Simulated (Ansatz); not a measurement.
Cost and result for the atomization energy of C$_{3}$H$_{8}$OSi (`CC1OC[SiH2]1`) (13 atoms, 13 bonds).

```xyz
13

C     0.927   -0.363    1.555
C     0.078   -0.602    0.335
O    -1.204    0.069    0.454
C    -1.454    0.581   -0.870
Si    0.364    0.307   -1.308
H     1.875   -0.900    1.466
H     1.144    0.699    1.688
H     0.418   -0.721    2.454
H    -0.089   -1.680    0.198
H    -1.853    1.596   -0.816
H    -2.170   -0.049   -1.412
H     0.732   -0.449   -2.538
H     1.232    1.513   -1.206
```

The species carries charge 0 and has multiplicity 1. The geometry is a stationary point of PBE0-D4/def2-TZVP. Program: Ansatz. All runs use 4 threads of an Arm Neoverse V1 on a shared host. Times are those of one run each, without the atoms' runs, and a repeat can differ threefold. Electronic energies, without spin–orbit coupling; frozen cores. CCSD(T)/CBS adds CCSD(T) − MP2 in def2-TZVPP to the MP2 limit, and its time is that of the two runs behind it. T1 = 0.012. B3LYP takes the VWN-RPA correlation (the form of Gaussian; ORCA's B3LYP/G).

CCSD(T)/CBS is a level of theory with its own doubt, some kJ/mol a heavy atom from the limit and from the frozen cores, so smaller differences don't rank the functionals.

```tsv
level	functions	wall time	atomization (kcal/mol)	difference from CCSD(T)/CBS	per bond
PBE-D4/def2-TZVPP (with forces)	278	2.9 s	1182.3	22.2	1.7
PBE0-D4/def2-TZVPP	278	3.1 s	1164.2	4.1	0.3
r2SCAN-D4/def2-TZVPP (with forces)	278	5.5 s	1162.9	2.8	0.2
B3LYP-D4/def2-TZVPP (with forces)	278	5.5 s	1159.3	-0.8	-0.1
B2PLYP/def2-TZVPP	278	6.5 s	1146.8	-13.3	-1.0
ωB97X-V/def2-TZVPP	278	8.5 s	1165.3	5.2	0.4
ωB97M-V/def2-TZVPP (with forces)	278	13 s	1164.1	4.0	0.3
MP2/def2-QZVPP	538	28 s	1162.6	2.5	0.2
CCSD(T)/def2-TZVPP	278	3.2 min	1131.5	-28.6	-2.2
CCSD(T)/CBS(def2)	–	3.7 min	1160.1	0.0	0.0
```

The D4 term adds +9.9 kcal/mol with B3LYP and +5.2 kcal/mol with PBE0; it sums over pairs of atoms, weighted by their polarisabilities, and B3LYP, whose exchange is more repulsive, gets the larger term. From PBE to PBE0 (25 % exact exchange), in def2-TZVPP and without D4, the atomization energy moves by −17.1 kcal/mol: exact exchange takes away binding that semilocal exchange gives to molecules. In def2-TZVPP, CCSD(T) changes the Hartree–Fock value by +284.7 kcal/mol (the triples alone add +16.3 kcal/mol) and MP2 by +298.9 kcal/mol; breaking electron pairs costs correlation energy, which Hartree–Fock lacks.
